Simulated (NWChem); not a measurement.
Atomisation of silanone (H2OSi)

```xyz
4

Si     0.0000     0.0000    -0.4472
O      0.0000     0.0000     1.1052
H     -1.2480     0.0000    -1.2908
H      1.2480     0.0000    -1.2908
```
Charge 0, spin multiplicity 1.

Everything below was run with NWChem. The geometry was optimised at PBE/def2-SVP, a minimum by its harmonic frequencies.

Basis set: def2-TZVP. The atomisation energy is electronic alone: no zero-point, thermal, spin-orbit or counterpoise terms. No value is extrapolated to the basis-set limit. Free atoms are single determinants with multiplicities Si 3, O 3, H 2. Correlated methods freeze the same cores in atoms and molecule, 6 orbitals in all.

B3LYP has NWChem's definition, with VWN1-RPA local correlation. No SCF solution was tested for a lower state. Open-shell Hartree-Fock references start from PBE0 orbitals. Coupled-cluster values serve here as a point of comparison, not as the truth.

Question: One of these methods gave an atomisation energy of 299.4 kcal/mol. Which?
A) HF
B) B3LYP
C) PBE
D) CCSD(T)

Answer: B, B3LYP. The others give 304.5 (PBE), 289.7 (CCSD(T)), 197.4 (HF).
